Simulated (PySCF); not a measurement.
LaO (SMILES [O]=[La]), doublet, geometry from GFN2-xTB (such geometries of metal compounds can be far from the true shape) (core potentials on La). Base run: DF-R2SCAN/def2-SV(P) in PySCF.

The PySCF input:
```python
from pyscf import gto, scf, dft

mol = gto.M(
    atom='''
La   -0.00000000   -0.00000000   -0.24883547
O     0.00000000    0.00000000    1.77295270
''',
    basis='def2-sv(p)',
    ecp={'La': 'def2-sv(p)'},
    spin=1,
    verbose=4,
)

mf = dft.UKS(mol)
mf.xc = 'r2scan'
mf = mf.density_fit(auxbasis='def2-universal-jkfit')
mf.kernel()
```

The base run was repeated with changes; each row names its change, and settings that it needs were set with it.

```
change              basis functions      E (Eh)  HOMO (eV)  dipole (D)  core-seconds (rough)
------------------  ---------------  ----------  ---------  ----------  --------------------
base                             39  -106.70497      -3.67        4.89                     6
basis = LANL2DZ                 ___         ___        ___         ___                     5
basis = def2-SVP                 46  -106.71667      -3.67        4.78                     5
basis = def2-SVPD                58  -106.72420      -3.71        4.89                     6
basis = def2-TZVP                71  -106.81264      -3.70        4.74                    10
basis = def2-TZVPD               83  -106.81362      -3.70        4.81                    10
basis = def2-TZVPP              ___         ___      -3.70         ___                    10
basis = def2-QZVP               129  -106.82264      -3.70        4.80                    20
basis = def2-QZVPP              138  -106.82286      -3.71        4.82                    20
```

Q: Fill in the missing entries.

A: 
- basis = LANL2DZ, basis functions: 31
- basis = LANL2DZ, E (Eh): -106.43592
- basis = LANL2DZ, HOMO (eV): -3.76
- basis = LANL2DZ, dipole (D): 4.59
- basis = def2-TZVPP, basis functions: 87
- basis = def2-TZVPP, E (Eh): -106.81638
- basis = def2-TZVPP, dipole (D): 4.73

Totals compare only among sets that treat the same electrons; sets with core potentials leave the core out.

Open shells are given as the SCF converged; they aren't shown to be the lowest states, and a large step between rows can be another state.
